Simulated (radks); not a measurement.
Values are calculated unless marked as measured or tabulated.
Spherical quantum dot in the effective-mass picture: electrons in a hard-walled sphere of radius 4.25, all in effective atomic units (hartree* = m*/eps^2 hartree, bohr* = eps/m* bohr), one dielectric constant everywhere. Level of theory: non-relativistic Kohn-Sham, PBEsol, spin-polarised, spherical densities (a radial shooting solver with Libxc functionals). Levels are named by radial order and angular momentum (1s, 1p, 1d, 2s, ...), and open shells are averaged over m.

N = 23, configuration 1s2 1p6 1d10 1f(up 5, down 0). This is the lowest configuration that the search found. Occupied and some empty levels:

level,occupation,eigenvalue (hartree*),<r> (bohr*)
1s up,1,7.0331,2.934
1s down,1,7.0808,2.912
1p up,3,7.1687,3.023
1p down,3,7.2192,3.010
1d up,5,7.4093,3.105
1d down,5,7.4624,3.097
1f up,5,7.7424,3.177
1f down,0,7.7975,3.172
2s up,0,8.0898,1.915
2s down,0,8.1048,1.915
1g up,0,8.1602,3.239
1g down,0,8.2169,3.236
2p up,0,8.5445,2.234
2p down,0,8.5661,2.229
2d up,0,9.0978,2.434
2d down,0,9.1252,2.429

Energy (hartree*): total 93.7522, kinetic 23.602, external 0, Hartree 79.399, exchange-correlation -9.2496.
